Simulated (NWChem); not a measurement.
Molecule: GeH2S, singlet; SMILES [SH][GeH]

Results from NWChem. Pople sets run with spherical d functions. Low-valent species are run as closed-shell singlets; no triplet was tried in these runs. Each level has its own optimisation; frequencies are unscaled.

| level | r Ge–H (Å) | r Ge–S (Å) | r H–S (Å) | highest harmonic frequency (cm⁻¹) | lowest (cm⁻¹) | zero-point energy (kcal/mol) |
|---|---|---|---|---|---|---|
| CAM-B3LYP/def2-SVP | 1.590 | 2.217 | 1.351 | 2702 | 412 | 10.2 |
| PBE/def2-SVP | 1.615 | 2.244 | 1.366 | 2590 | 386 | 9.7 |
| Hartree-Fock/STO-3G | 1.458 | 2.132 | 1.328 | 3279 | 504 | 12.5 |
| B3LYP/6-31G* | 1.606 | 2.250 | 1.353 | 2663 | 386 | 10.0 |
